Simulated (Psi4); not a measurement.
H2Cl2S2Si (SMILES S[Si](S)(Cl)Cl), singlet, geometry from GFN2-xTB, atoms displaced at random by about 0.08 Å a coordinate; R2SCAN/STO-3G, gradient in Psi4 1.11.

The Psi4 input:
```
memory 2 GB

molecule {
0 1
  S    -0.04784842    1.94339133   -0.88222059
  Si   -0.01236384   -0.02939309   -0.03176690
  S     1.95013996   -0.50418500    0.74247673
  Cl   -0.65249980   -1.36082632   -1.29303194
  Cl   -1.29220297   -0.23723499    1.68519369
  H     0.20097947    2.56654692    0.15926996
  H     2.56177355   -0.26958325   -0.38912104
symmetry c1
no_reorient
no_com
}

set basis sto-3g

gradient('r2scan')
print_variables()
```

Q: Predict the main parts of the log of this Psi4 run.

A: 
```
gradient() will perform analytic gradient computation.

   => Loading Basis Set <=

    Name: STO-3G
    Role: ORBITAL
    Keyword: BASIS

         ---------------------------------------------------------
                                   SCF
               by Justin Turney, Rob Parrish, Andy Simmonett
                          and Daniel G. A. Smith
                              RKS Reference
         ---------------------------------------------------------

  ==> Geometry <==

    Molecular point group: c1
    Full point group: C1

    Geometry (in Angstrom), charge = 0, multiplicity = 1:

       Center              X                  Y                   Z               Mass
    ------------   -----------------  -----------------  -----------------  -----------------
         S           -0.047848420000     1.943391330000    -0.882220590000    31.972071174400
         SI          -0.012363840000    -0.029393090000    -0.031766900000    27.976926534650
         S            1.950139960000    -0.504185000000     0.742476730000    31.972071174400
         CL          -0.652499800000    -1.360826320000    -1.293031940000    34.968852682000
         CL          -1.292202970000    -0.237234990000     1.685193690000    34.968852682000
         H            0.200979470000     2.566546920000     0.159269960000     1.007825032230
         H            2.561773550000    -0.269583250000    -0.389121040000     1.007825032230

  Running in c1 symmetry.

  Rotational constants: A =      0.04403  B =      0.04184  C =      0.03985 [cm^-1]
  Rotational constants: A =   1319.84422  B =   1254.20539  C =   1194.73277 [MHz]
  Nuclear repulsion =  519.083479394187862

  Charge       = 0
  Multiplicity = 1
  Electrons    = 82
  Nalpha       = 41
  Nbeta        = 41

  ==> Algorithm <==

  SCF Algorithm Type is DF.
  DIIS enabled.
  MOM disabled.
  Fractional occupation disabled.
  Guess Type is SAD.
  Energy threshold   = 1.00e-08
  Density threshold  = 1.00e-08
  Integral threshold = 1.00e-12

  ==> Primary Basis <==

  Basis Set: STO-3G
    Blend: STO-3G
    Number of shells: 27
    Number of basis functions: 47
    Number of Cartesian functions: 47
    Spherical Harmonics?: true
    Max angular momentum: 1

  ==> DFT Potential <==

   => LibXC <=

    Version 7.1.2
    S. Lehtola, C. Steigemann, M. J. T. Oliveira, and M. A. L. Marques,  SoftwareX 7, 1–5 (2018) (10.1016/j.softx.2017.11.002)

   => Composite Functional: R2SCAN <=

    r2SCAN Meta-GGA XC Functional  (0.1021/acs.jpclett.0c02405)
    J. W. Furness, A. D. Kaplan, J. Ning, J. P. Perdew, J. Sun  J. Phys. Chem. Lett.  11, 8208–8215, 2020

    Deriv               =              1
    GGA                 =           TRUE
    Meta                =           TRUE

    Exchange Hybrid     =          FALSE
    MP2 Hybrid          =          FALSE

   => Exchange Functionals <=

    1.0000   XC_MGGA_X_R2SCAN

   => Correlation Functionals <=

    1.0000   XC_MGGA_C_R2SCAN

   => LibXC Density Thresholds  <==

    XC_MGGA_C_R2SCAN:  1.00E-15
    XC_MGGA_X_R2SCAN:  1.00E-11

   => Molecular Quadrature <=

    Radial Scheme          =       TREUTLER
    Pruning Scheme         =           NONE
    Nuclear Scheme         =       TREUTLER

    Blocking Scheme        =         OCTREE
    BS radius alpha        =              1
    Pruning alpha          =              1
    Radial Points          =             75
    Spherical Points       =            302
    Total Points           =         143291
    Total Blocks           =           1130
    Max Points             =            256
    Max Functions          =             38
    Weights Tolerance      =       1.00E-15

   => Loading Basis Set <=

    Name: (STO-3G AUX)
    Role: JKFIT
    Keyword: DF_BASIS_SCF

  ==> Integral Setup <==

  SCF_SUBTYPE=INCORE selected. In-core MEM_DF algorithm will be used.
  Using in-core AOs.

  ==> MemDFJK: Density-Fitted J/K Matrices <==

    J tasked:                   Yes
[...]
  @DF-RKS Final Energy: -1985.33535753249680
    Total Energy =                      -1985.3353575324968006
[...]

    Geometry (in Angstrom), charge = 0, multiplicity = 1:

       Center              X                  Y                   Z               Mass
    ------------   -----------------  -----------------  -----------------  -----------------
         S           -0.047848420000     1.943391330000    -0.882220590000    31.972071174400
         SI          -0.012363840000    -0.029393090000    -0.031766900000    27.976926534650
         S            1.950139960000    -0.504185000000     0.742476730000    31.972071174400
         CL          -0.652499800000    -1.360826320000    -1.293031940000    34.968852682000
         CL          -1.292202970000    -0.237234990000     1.685193690000    34.968852682000
         H            0.200979470000     2.566546920000     0.159269960000     1.007825032230
         H            2.561773550000    -0.269583250000    -0.389121040000     1.007825032230

  Nuclear repulsion =  519.083479394187862

  ==> Basis Set <==

  Basis Set: STO-3G
    Blend: STO-3G
    Number of shells: 27
    Number of basis functions: 47
    Number of Cartesian functions: 47
    Spherical Harmonics?: true
    Max angular momentum: 1

  ==> DFJKGrad: Density-Fitted SCF Gradients <==

    Gradient:                    1
    J tasked:                  Yes
    K tasked:                   No
    wK tasked:                  No
    Integrals threads:           1
    Schwarz Cutoff:          1E-12
    Fitting Condition:       1E-10

   => Auxiliary Basis Set <=

  Basis Set: (STO-3G AUX)
    Blend: DEF2-UNIVERSAL-JKFIT
    Number of shells: 202
    Number of basis functions: 676
    Number of Cartesian functions: 815
    Spherical Harmonics?: true
    Max angular momentum: 4

  ==> DFT Potential <==

   => LibXC <=

    Version 7.1.2
    S. Lehtola, C. Steigemann, M. J. T. Oliveira, and M. A. L. Marques,  SoftwareX 7, 1–5 (2018) (10.1016/j.softx.2017.11.002)

   => Composite Functional: R2SCAN <=

    r2SCAN Meta-GGA XC Functional  (0.1021/acs.jpclett.0c02405)
    J. W. Furness, A. D. Kaplan, J. Ning, J. P. Perdew, J. Sun  J. Phys. Chem. Lett.  11, 8208–8215, 2020

    Deriv               =              1
    GGA                 =           TRUE
    Meta                =           TRUE

    Exchange Hybrid     =          FALSE
    MP2 Hybrid          =          FALSE

   => Exchange Functionals <=

    1.0000   XC_MGGA_X_R2SCAN

   => Correlation Functionals <=

    1.0000   XC_MGGA_C_R2SCAN

   => LibXC Density Thresholds  <==

    XC_MGGA_C_R2SCAN:  1.00E-15
    XC_MGGA_X_R2SCAN:  1.00E-11

   => Molecular Quadrature <=

    Radial Scheme          =       TREUTLER
    Pruning Scheme         =           NONE
    Nuclear Scheme         =       TREUTLER

    Blocking Scheme        =         OCTREE
    BS radius alpha        =              1
    Pruning alpha          =              1
    Radial Points          =             75
    Spherical Points       =            302
    Total Points           =         143291
    Total Blocks           =           1130
    Max Points             =            256
    Max Functions          =             38
    Weights Tolerance      =       1.00E-15

  -Total Gradient:
     Atom            X                  Y                   Z
    ------   -----------------  -----------------  -----------------
       1        0.028264654991     0.054160798806     0.095546115046
       2       -0.040963212359    -0.065413471182    -0.076259448816
       3        0.024733845700     0.008734171627    -0.036528794060
       4        0.030342245513     0.060024848571     0.066683823964
       5       -0.004941683816    -0.004754626335     0.005111651738
       6       -0.021417334307    -0.043086411011    -0.088145782454
       7       -0.014721295731    -0.007929714532     0.033460036743

  Variable Map:
  ----------------------------------------------------------------------------
[...]
  Array Variable Map:
  ----------------------------------------------------------------------------
[...]
[...]
```
